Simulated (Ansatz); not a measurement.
Start from `C=C(F)I` and change one atom or group to get `C=[C](F)[InH][CH3]`.

Ansatz, PBE0-D4/def2-TZVP geometries, multiplicity 1. Each molecule was computed in one conformer, which needn't be the lowest.

Elements past krypton have def2 core potentials.

| property | `C=C(F)I` |
| --- | --- |
| HOMO–LUMO gap (PBE/def2-TZVPP) / eV | 4.26 |
| size of the dipole moment (B3LYP/def2-TZVPP) / D | 1.18 |
| HOMO–LUMO gap (PBE0/def2-TZVPP) / eV | 6.30 |
| HOMO energy (PBE0/def2-TZVPP) / eV | -7.31 |
| size of the dipole moment (ωB97M-V/def2-TZVPP) / D | 1.19 |
| HOMO–LUMO gap (B3LYP/def2-TZVPP) / eV | 5.81 |

Q: What does the change do to each property? (Best estimate.)

A: Ansatz gave: 
```
                                          property  `C=[C](F)[InH][CH3]`  shift
               HOMO–LUMO gap (PBE/def2-TZVPP) / eV                  3.89  -0.37
  size of the dipole moment (B3LYP/def2-TZVPP) / D                  1.24   0.06
              HOMO–LUMO gap (PBE0/def2-TZVPP) / eV                  5.82  -0.48
                HOMO energy (PBE0/def2-TZVPP) / eV                 -7.48  -0.17
size of the dipole moment (ωB97M-V/def2-TZVPP) / D                  1.33   0.14
             HOMO–LUMO gap (B3LYP/def2-TZVPP) / eV                  5.31  -0.50
```

With PBE0 the HOMO falls by 0.17 eV and the LUMO falls by 0.66 eV, so the gap narrows by about 0.49 eV. PBE moves the HOMO by -0.11 eV and ωB97M-V by -0.30 eV. The zero-point energy changes by 106.5 kJ/mol with +15 modes. Dipoles are sizes alone; their direction can turn.

B3LYP here is the variant with VWN-RPA as its local correlation; programs differ in this.

Spin–orbit coupling is left out; it splits and shifts lone-pair levels of the heavy atoms by tenths of an eV.
